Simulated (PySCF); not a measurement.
Vertical excitations of a molecule C3H5ClF2 from PySCF 2.14.0 with TDDFT-LC-ωPBE/def2-SVPD, as energy in eV (oscillator strength): 7.69 (0.002), 7.78 (0.002), 9.19 (0.022), 9.30 (0.043), 10.03 (0.014), 10.17 (0.039), 10.22 (0.023), 10.28 (0.032), 10.35 (0.043), 10.55 (0.054). Lowest triplet (TDA): 6.86 eV. The structure is a stationary point at ωB97X-D3(BJ)/def2-SVP. The values are those of a single conformer.

Q: Identify the compound among the candidates.
A. CCC(F)(F)Cl
B. C[C@H](F)[C@H](F)Cl
C. C[C@@H](Cl)C(F)F
D. CC(F)(F)CCl

A: D, CC(F)(F)CCl
